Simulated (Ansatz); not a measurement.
This geometry of CH₃BN₂ (7 atoms, charge 0, multiplicity 1) is a first-order saddle point.

These are results of RKS B3LYP-D4/def2-SVPD in Ansatz, not measurements.

```xyz
7
Properties=species:S:1:pos:R:3
N -0.683 1.162 0.307
B 0.032 -0.043 -0.019
C 0.985 -1.136 0.128
N 0.216 -1.127 -0.941
H -1.683 1.029 0.435
H -0.558 1.915 -0.365
H 1.752 -1.868 0.410
```

Task: Which two structures does it join? (They come from a converged band through this point; their orientation in space is the band's.)

Result: No bond is made or broken. The dihedral H6–N1–B2–N4 goes from -180 to 0°. The two ends are copies of one structure, up to a mirror image or an exchange of like atoms.

Initial state:

```xyz
7
Properties=species:S:1:pos:R:3
N -0.737 1.098 0.107
B -0.039 -0.093 -0.036
C 1.038 -1.081 -0.052
N -0.147 -1.491 -0.399
H -1.728 1.170 -0.082
H -0.308 1.961 0.405
H 1.983 -1.632 0.011
```

Final state:

```xyz
7
Properties=species:S:1:pos:R:3
N -0.738 1.098 0.107
B -0.038 -0.093 -0.037
C 1.038 -1.081 -0.052
N -0.146 -1.490 -0.401
H -0.310 1.961 0.408
H -1.728 1.170 -0.084
H 1.983 -1.632 0.013
```

Task: How far does it lie above each of them?

Result: 72.8 kJ/mol above the first and 72.8 kJ/mol above the second. This is the barrier of this one path; another mechanism may lie lower.

Time of the run: 78 s on 2 threads of Arm Neoverse V2, with other jobs on the host, peak memory 0.17 GiB.
